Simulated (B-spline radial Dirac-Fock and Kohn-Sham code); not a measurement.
**The Cu-like isoelectronic sequence (29 electrons), Z = 65 to 80**

Method: Dirac-Fock energy differences between relaxed states, corrected for Breit and QED terms. Computed with a B-spline atomic structure program. Binding energies in eV, tabulated ground configurations ([Ar] 3d10 4s1 throughout). Electron correlation is not included.

```
  ion    2p1/2    2p3/2   3p1/2   3d3/2  outermost level  NIST ionisation energy
Tb³⁶⁺   9782.4   9040.9  3207.1  2722.9      1609.3 (4s)            1610.4 ± 0.7
Dy³⁷⁺  10190.1   9395.2  3360.7  2856.7      1690.0 (4s)            1691.7 ± 0.3
Ho³⁸⁺  10607.9   9756.7  3518.2  2993.6      1772.8 (4s)            1773.6 ± 0.9
Er³⁹⁺  11036.0  10125.2  3679.7  3133.8      1857.7 (4s)            1858.5 ± 0.5
Tm⁴⁰⁺  11474.5  10500.8  3845.4  3277.2      1944.8 (4s)              1945.2 ± 1
Yb⁴¹⁺  11923.6  10883.5  4015.2  3423.7      2034.0 (4s)              2036.4 ± 1
Lu⁴²⁺  12383.4  11273.3  4189.1  3573.5      2125.5 (4s)            2125.5 ± 1.1
Hf⁴³⁺  12854.2  11670.1  4367.4  3726.6      2219.1 (4s)            2218.9 ± 1.1
Ta⁴⁴⁺  13336.1  12074.2  4549.9  3882.8      2314.9 (4s)            2314.7 ± 1.9
 W⁴⁵⁺  13829.4  12485.3  4736.7  4042.3      2413.0 (4s)            2414.1 ± 0.4
Re⁴⁶⁺  14334.2  12903.6  4928.0  4205.0      2513.4 (4s)            2514.5 ± 0.3
Os⁴⁷⁺  14850.7  13329.1  5123.7  4371.0      2616.1 (4s)            2615.5 ± 1.4
Ir⁴⁸⁺  15379.1  13761.7  5324.0  4540.3      2721.1 (4s)            2720.4 ± 1.4
Pt⁴⁹⁺        ?        ?       ?       ?                ?                       ?
Au⁵⁰⁺  16472.9  14648.6  5738.5  4888.7      2938.3 (4s)                2941 ± 1
Hg⁵¹⁺  17038.6  15102.9  5952.9  5067.8      3050.4 (4s)            3049.9 ± 1.5
```

Question: Fill in the row of Pt⁴⁹⁺.

Answer: 2p1/2 15919.8, 2p3/2 14201.6, 3p1/2 5528.9, 3d3/2 4712.8, outermost 2828.5 (4s), NIST 2827.8 ± 1.4 eV.

NIST's values are for the lowest levels; a dash marks a value that is missing or belongs to another shell. Their kind here: semi-empirical.
